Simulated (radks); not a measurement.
All-electron atom: Se XXV in [Ne]. All-electron calculation, Dirac Kohn-Sham, relativistic LDA (MacDonald-Vosko exchange, VWN5 correlation), spin-unpolarised, spherical densities, finite nucleus; Fermi nuclear charge, rms radius 4.14 fm. Program: a radial shooting solver on a logarithmic mesh with Libxc functionals.

Radial electron density D(r) = 4 pi r^2 rho(r):

```
   r/bohr * D(r) (the largest magnitude, 45, reaches the edge; | marks zero)
 0.002384 | *
 0.002911 |  *
 0.003528 |    *
 0.004274 |     *
 0.005179 |        *
 0.006275 |           *
 0.007665 |               *
 0.009287 |                    *
  0.01125 |                         *
  0.01363 |                               *
  0.01652 |                                     *
  0.02018 |                                           *
  0.02445 |                                                *
  0.02963 |                                                  *
   0.0359 |                                                 *
  0.04349 |                                              *
  0.05312 |                                         *
  0.06437 |                                       *
  0.07799 |                                        *
   0.0945 |                                             *
   0.1145 |                                                   *
   0.1387 |                                                      *
   0.1695 |                                                  *
   0.2053 |                                      *
   0.2488 |                       *
   0.3015 |          *
   0.3653 |   *
   0.4461 |*
   0.5406 *
    0.655 *
```

D(r) has 2 maxima, at r = 0.0308, 0.139 bohr, and minima at 0.0675 bohr, inside which lie 2.13 electrons.
